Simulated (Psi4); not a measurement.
C$_{2}$Cl$_{4}$, singlet, geometry from GFN2-xTB; PBE0/def2-SVP (Psi4).

Input for Psi4:
```
memory 2 GB

molecule {
0 1
C     0.00305246    0.00262455    0.66926011
C    -0.00305246   -0.00262455   -0.66926011
Cl    0.00298418    1.45814059    1.57060993
Cl    0.01139454   -1.44577756    1.58195950
Cl   -0.00298418   -1.45814059   -1.57060993
Cl   -0.01139454    1.44577756   -1.58195950
}

set {
  basis def2-svp
}

energy('pbe0')
print_variables()
```

Task: Predict the main parts of the log of this Psi4 run.

Result: 
```
   => Loading Basis Set <=

    Name: DEF2-SVP
    Role: ORBITAL
    Keyword: BASIS

         ---------------------------------------------------------
                                   SCF
               by Justin Turney, Rob Parrish, Andy Simmonett
                          and Daniel G. A. Smith
                              RKS Reference
         ---------------------------------------------------------

  ==> Geometry <==

    Molecular point group: ci
    Full point group: Ci

    Geometry (in Angstrom), charge = 0, multiplicity = 1:

       Center              X                  Y                   Z               Mass
    ------------   -----------------  -----------------  -----------------  -----------------
         C            0.003052460000     0.002624550000     0.669260110000    12.000000000000
         C           -0.003052460000    -0.002624550000    -0.669260110000    12.000000000000
         CL           0.002984180000     1.458140590000     1.570609930000    34.968852682000
         CL           0.011394540000    -1.445777560000     1.581959500000    34.968852682000
         CL          -0.002984180000    -1.458140590000    -1.570609930000    34.968852682000
         CL          -0.011394540000     1.445777560000    -1.581959500000    34.968852682000

  Running in ci symmetry.

  Rotational constants: A =      0.05717  B =      0.04705  C =      0.02581 [cm^-1]
  Rotational constants: A =   1713.78681  B =   1410.46168  C =    773.69986 [MHz]
  Nuclear repulsion =  494.787990644738443

  Charge       = 0
  Multiplicity = 1
  Electrons    = 80
  Nalpha       = 40
  Nbeta        = 40

  ==> Algorithm <==

  SCF Algorithm Type is DF.
  DIIS enabled.
  MOM disabled.
  Fractional occupation disabled.
  Guess Type is SAD.
  Energy threshold   = 1.00e-06
  Density threshold  = 1.00e-06
  Integral threshold = 1.00e-12

  ==> Primary Basis <==

  Basis Set: DEF2-SVP
    Blend: DEF2-SVP
    Number of shells: 44
    Number of basis functions: 100
    Number of Cartesian functions: 106
    Spherical Harmonics?: true
    Max angular momentum: 2

  ==> DFT Potential <==

   => LibXC <=

    Version 7.1.2
    S. Lehtola, C. Steigemann, M. J. T. Oliveira, and M. A. L. Marques,  SoftwareX 7, 1–5 (2018) (10.1016/j.softx.2017.11.002)

   => Composite Functional: PBE0 <=

    PBE0 Hyb-GGA Exchange-Correlation Functional

    C. Adamo and V. Barone,  J. Chem. Phys. 110, 6158 (1999) (10.1063/1.478522)
    M. Ernzerhof and G. E. Scuseria,  J. Chem. Phys. 110, 5029 (1999) (10.1063/1.478401)

    Deriv               =              1
    GGA                 =           TRUE
    Meta                =          FALSE

    Exchange Hybrid     =           TRUE
    MP2 Hybrid          =          FALSE

   => Exchange Functionals <=

    0.7500   Perdew, Burke & Ernzerhof

   => Exact (HF) Exchange <=

    0.2500               HF

   => Correlation Functionals <=

    1.0000   Perdew, Burke & Ernzerhof

   => LibXC Density Thresholds  <==

    XC_HYB_GGA_XC_PBEH:  1.00E-15

   => Molecular Quadrature <=

    Radial Scheme          =       TREUTLER
    Pruning Scheme         =           NONE
    Nuclear Scheme         =       TREUTLER

    Blocking Scheme        =         OCTREE
    BS radius alpha        =              1
    Pruning alpha          =              1
    Radial Points          =             75
    Spherical Points       =            302
    Total Points           =         122252
    Total Blocks           =           1010
    Max Points             =            256
    Max Functions          =             89
    Weights Tolerance      =       1.00E-15

   => Loading Basis Set <=

    Name: (DEF2-SVP AUX)
    Role: JKFIT
    Keyword: DF_BASIS_SCF

  ==> Integral Setup <==

  SCF_SUBTYPE=INCORE selected. In-core MEM_DF algorithm will be used.
  Using in-core AOs.

  ==> MemDFJK: Density-Fitted J/K Matrices <==

    J tasked:                   Yes
    K tasked:                   Yes
    wK tasked:                   No
    Algorithm:                 Core
    Schwarz Cutoff:           1E-12
    Mask sparsity (%):       7.0800
    Fitting Condition:        1E-10

   => Auxiliary Basis Set <=

  Basis Set: (DEF2-SVP AUX)
    Blend: DEF2-UNIVERSAL-JKFIT
    Number of shells: 202
    Number of basis functions: 662
    Number of Cartesian functions: 798
    Spherical Harmonics?: true
    Max angular momentum: 4

  Minimum eigenvalue in the overlap matrix is 4.2281838458E-03.
  Reciprocal condition number of the overlap matrix is 9.5194996478E-04.
    Using symmetric orthogonalization.

  ==> Pre-Iterations <==

  SCF Guess: Superposition of Atomic Densities via on-the-fly atomic UHF (no occupation information).

   -------------------------
    Irrep   Nso     Nmo
   -------------------------
     Ag        50      50
     Au        50      50
   -------------------------
    Total     100     100
   -------------------------

  ==> Iterations <==

                           Total Energy        Delta E     RMS |[F,P]|

   @DF-RKS iter SAD: -1915.91524571056243   -1.91592e+03   0.00000e+00
   @DF-RKS iter   1: -1915.58038705920308    3.34859e-01   4.93318e-03 DIIS/ADIIS
   @DF-RKS iter   2: -1915.54401270770086    3.63744e-02   6.05015e-03 DIIS/ADIIS
   @DF-RKS iter   3: -1915.63790000509130   -9.38873e-02   1.31918e-03 DIIS/ADIIS
   @DF-RKS iter   4: -1915.64215841382429   -4.25841e-03   8.33078e-05 DIIS
   @DF-RKS iter   5: -1915.64217483305947   -1.64192e-05   2.40811e-05 DIIS
   @DF-RKS iter   6: -1915.64217639333424   -1.56027e-06   3.08653e-06 DIIS
   @DF-RKS iter   7: -1915.64217642136146   -2.80272e-08   6.31363e-07 DIIS
  Energy and wave function converged.

  ==> Post-Iterations <==

   Electrons on quadrature grid:
      Ntotal   =   79.9999969309 ; deviation = -3.069e-06

    Orbital Energies [Eh]
    ---------------------

    Doubly Occupied:

[...]
      20Au    -0.264085

    Virtual:

[...]
    Final Occupation by Irrep:
             Ag    Au
    DOCC [    20,   20 ]
    NA   [    20,   20 ]
    NB   [    20,   20 ]

  @DF-RKS Final Energy: -1915.64217642136146

   => Energetics <=

    Nuclear Repulsion Energy =            494.7879906447384428
    One-Electron Energy =               -3628.5011011771930498
    Two-Electron Energy =                1311.0965007952613632
    DFT Exchange-Correlation Energy =     -93.0255666841680835
    Empirical Dispersion Energy =           0.0000000000000000
    VV10 Nonlocal Energy =                  0.0000000000000000
    Total Energy =                      -1915.6421764213614551

Computation Completed

Properties will be evaluated at   0.000000,   0.000000,   0.000000 [a0]

Properties computed using the SCF density matrix

 Multipole Moments:

 ------------------------------------------------------------------------------------
     Multipole            Electronic (a.u.)      Nuclear  (a.u.)        Total (a.u.)
 ------------------------------------------------------------------------------------

 L = 1.  Multiply by 2.5417464519 to convert [e a0] to [Debye]
 Dipole X            :          0.0000000            0.0000000            0.0000000
 Dipole Y            :          0.0000000            0.0000000            0.0000000
 Dipole Z            :          0.0000000           -0.0000000           -0.0000000
 Magnitude           :                                                    0.0000000

 ------------------------------------------------------------------------------------

  Variable Map:
  ----------------------------------------------------------------------------
[...]
  Array Variable Map:
  ----------------------------------------------------------------------------
[...]
[...]
```
